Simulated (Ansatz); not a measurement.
`F[Si](F)(Cl)Cl` + NH₃ → `N[Si](F)(Cl)Cl` + H–F at 500 K and 1 bar (ligand exchange at the Si–F bond).

Gas-phase electronic energies from Ansatz, PBE0-D4/def2-TZVP geometries. CBS: MP2 limit from def2 TZ/QZ plus the TZ coupled-cluster correction, frozen cores. This one scheme is used for every species. One conformer a species, not always the lowest.

```json
{"species": "`F[Si](F)(Cl)Cl`", "CCSD(T)/CBS energy (Eh)": "-1408.46553", "H − E (kJ/mol)": "61.7", "S (J/(mol·K))": "369.0"}
{"species": "NH₃", "CCSD(T)/CBS energy (Eh)": "-56.50880", "H − E (kJ/mol)": "108.2", "S (J/(mol·K))": "211.8"}
{"species": "`N[Si](F)(Cl)Cl`", "CCSD(T)/CBS energy (Eh)": "-1364.55198", "H − E (kJ/mol)": "129.3", "S (J/(mol·K))": "406.6"}
{"species": "H–F", "CCSD(T)/CBS energy (Eh)": "-100.39570", "H − E (kJ/mol)": "39.4", "S (J/(mol·K))": "188.7"}
```

H − E and S are ideal-gas, rigid-rotor, harmonic terms from PBE0-D4/def2-TZVP, for one conformer and one mirror image of each species. 1 Eh = 2625.50 kJ/mol, R = 8.31446 J/(mol·K).

Question: By hand: ΔE, ΔH, ΔS and ΔG.

Answer: ΔE = (-1364.55198) + (-100.39570) − (-1408.46553) − (-56.50880) = 0.02665 Eh = 70.0 kJ/mol. Δ(H − E) = 129.3 + 39.4 − 61.7 − 108.2 = -1.2, so ΔH = 68.8 kJ/mol. ΔS = 406.6 + 188.7 − 369.0 − 211.8 = 14.5 J/(mol·K). ΔG = 68.8 − 500 × (14.5)/1000 = 61.5 kJ/mol.

Question: By hand: the equilibrium constant, and the temperature at which ΔG would vanish if ΔH and ΔS stayed fixed.

Answer: log₁₀ K = −ΔG/(RT ln 10) = -6.4. ΔG = 0 at ΔH/ΔS = 4745 K, far beyond where these terms or the molecules hold.

The number of gas molecules stays the same, so ΔS is small and ΔH decides. A doubt of 5 kJ/mol in ΔE shifts log₁₀ K by 0.5 here. Other conformers and mirror images would add mixing entropy, several J/(mol·K) or more a flexible species. These are equilibria of isolated gas molecules and say nothing of rates. Largest T1 diagnostic: 0.010 (customary marks: 0.02 for closed shells, 0.045 for open ones).
